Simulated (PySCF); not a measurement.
C$_{4}$H$_{7}$O$_{2}$ (SMILES [CH]1COCCO1), doublet, at a GFN2-xTB geometry; PySCF with HF/6-31G.

PySCF was given this input:
```python
from pyscf import gto, scf

mol = gto.M(
    atom='''
C     0.59897094    1.24885200    0.15955364
C     1.40570993    0.04186595   -0.18560161
O     0.63998807   -1.01955157   -0.71613892
C    -0.52315057   -1.23203372    0.04715519
C    -1.39176690    0.02645311    0.03478837
O    -0.69746739    1.12408553    0.58826941
H     1.08959805    2.09433224    0.60908430
H     1.94997237   -0.32539905    0.71442836
H     2.15598712    0.28809110   -0.94310172
H    -1.05001334   -2.06848449   -0.41340662
H    -0.25934805   -1.48825256    1.08495960
H    -1.67272853    0.25579124   -1.00256336
H    -2.29221360   -0.10317418    0.63818200
''',
    basis='6-31g',
    spin=1,
    verbose=4,
)

mf = scf.UHF(mol)
mf.init_guess = '1e'
mf.kernel()
```

What the program printed (banner, timings and long lists left out):

```
PySCF version 2.14.0

[INPUT] verbose = 4
[INPUT] num. atoms = 13
[INPUT] num. electrons = 47
[INPUT] charge = 0
[INPUT] spin (= nelec alpha-beta = 2S) = 1
[INPUT] symmetry False subgroup None
[INPUT] Mole.unit = angstrom
[INPUT] Symbol           X                Y                Z      unit          X                Y                Z       unit  Magmom
[INPUT]  1 C      0.598970940000   1.248852000000   0.159553640000 AA    1.131891033173   2.359988250115   0.301512681777 Bohr   0.0
[INPUT]  2 C      1.405709930000   0.041865950000  -0.185601610000 AA    2.656406778282   0.079115179445  -0.350736211178 Bohr   0.0
[INPUT]  3 O      0.639988070000  -1.019551570000  -0.716138920000 AA    1.209402175289  -1.926673237170  -1.353306425942 Bohr   0.0
[INPUT]  4 C     -0.523150570000  -1.232033720000   0.047155190000 AA   -0.988611299210  -2.328206307029   0.089110394452 Bohr   0.0
[INPUT]  5 C     -1.391766900000   0.026453110000   0.034788370000 AA   -2.630058270235   0.049989133043   0.065740491620 Bohr   0.0
[INPUT]  6 O     -0.697467390000   1.124085530000   0.588269410000 AA   -1.318022347915   2.124213792287   1.111668072359 Bohr   0.0
[INPUT]  7 H      1.089598050000   2.094332240000   0.609084300000 AA    2.059041900360   3.957714347447   1.151002513772 Bohr   0.0
[INPUT]  8 H      1.949972370000  -0.325399050000   0.714428360000 AA    3.684913729769  -0.614915085694   1.350073936022 Bohr   0.0
[INPUT]  9 H      2.155987120000   0.288091100000  -0.943101720000 AA    4.074225184890   0.544413277925  -1.782203958406 Bohr   0.0
[INPUT] 10 H     -1.050013340000  -2.068484490000  -0.413406620000 AA   -1.984237639740  -3.908869179011  -0.781225289882 Bohr   0.0
[INPUT] 11 H     -0.259348050000  -1.488252560000   1.084959600000 AA   -0.490096785440  -2.812389742583   2.050276500218 Bohr   0.0
[INPUT] 12 H     -1.672728530000   0.255791240000  -1.002563360000 AA   -3.160998802446   0.483375388663  -1.894570172924 Bohr   0.0
[INPUT] 13 H     -2.292213600000  -0.103174180000   0.638182000000 AA   -4.331655923003  -0.194970943327   1.205989197627 Bohr   0.0

nuclear repulsion = 253.783450821922
number of shells = 44
number of NR pGTOs = 160
number of NR cGTOs = 68
basis = 6-31g
ecp = {}

******** <class 'pyscf.scf.uhf.UHF'> ********
method = UHF
initial guess = 1e
damping factor = 0
level_shift factor = 0
DIIS = <class 'pyscf.scf.diis.CDIIS'>
diis_start_cycle = 1
diis_space = 8
diis_damp = 0
SCF conv_tol = 1e-09
SCF conv_tol_grad = None
SCF max_cycles = 50
direct_scf = True
direct_scf_tol = 1e-13
number electrons alpha = 24  beta = 23
Set gradient conv threshold to 3.16228e-05
Initial guess from hcore.

init E= -273.255239433699
cycle= 1 E= -259.651838922322  delta_E= 13.6  |g|= 5.75  |ddm|=   65
cycle= 2 E= -270.240234043779  delta_E= -10.6  |g|= 5.75  |ddm|=   65
cycle= 3 E= -290.276515102071  delta_E=  -20  |g|= 4.28  |ddm|=  9.1
cycle= 4 E= -302.990347765777  delta_E= -12.7  |g|= 1.73  |ddm|= 7.43
cycle= 5 E= -304.329111807366  delta_E= -1.34  |g|= 0.844  |ddm|= 1.89
cycle= 6 E= -304.866650467385  delta_E= -0.538  |g|= 0.235  |ddm|= 2.46
cycle= 7 E= -304.991063178945  delta_E= -0.124  |g|= 0.155  |ddm|= 1.64
cycle= 8 E= -305.034922506563  delta_E= -0.0439  |g|= 0.0838  |ddm|= 0.712
cycle= 9 E= -305.050732955237  delta_E= -0.0158  |g|= 0.0297  |ddm|= 0.496
cycle= 10 E= -305.052019336205  delta_E= -0.00129  |g|= 0.0165  |ddm|= 0.0938
cycle= 11 E= -305.052483935354  delta_E= -0.000465  |g|= 0.00612  |ddm|= 0.0643
cycle= 12 E= -305.052558262259  delta_E= -7.43e-05  |g|= 0.0027  |ddm|= 0.0252
cycle= 13 E= -305.052571215008  delta_E= -1.3e-05  |g|= 0.00116  |ddm|= 0.00761
cycle= 14 E= -305.052573535258  delta_E= -2.32e-06  |g|= 0.000467  |ddm|= 0.00333
cycle= 15 E= -305.052573923646  delta_E= -3.88e-07  |g|= 0.000189  |ddm|= 0.00138
cycle= 16 E= -305.052573989136  delta_E= -6.55e-08  |g|= 7.09e-05  |ddm|= 0.000665
cycle= 17 E= -305.052573997656  delta_E= -8.52e-09  |g|= 3.59e-05  |ddm|= 0.000213
cycle= 18 E= -305.052573999039  delta_E= -1.38e-09  |g|= 1.89e-05  |ddm|= 6.93e-05
cycle= 19 E= -305.052573999619  delta_E= -5.8e-10  |g|= 8.12e-06  |ddm|= 6.03e-05
Extra cycle  E= -305.052573999697  delta_E= -7.78e-11  |g|= 5.45e-06  |ddm|= 1.39e-05
converged SCF energy = -305.052573999697  <S^2> = 0.76151182  2S+1 = 2.0114789
```
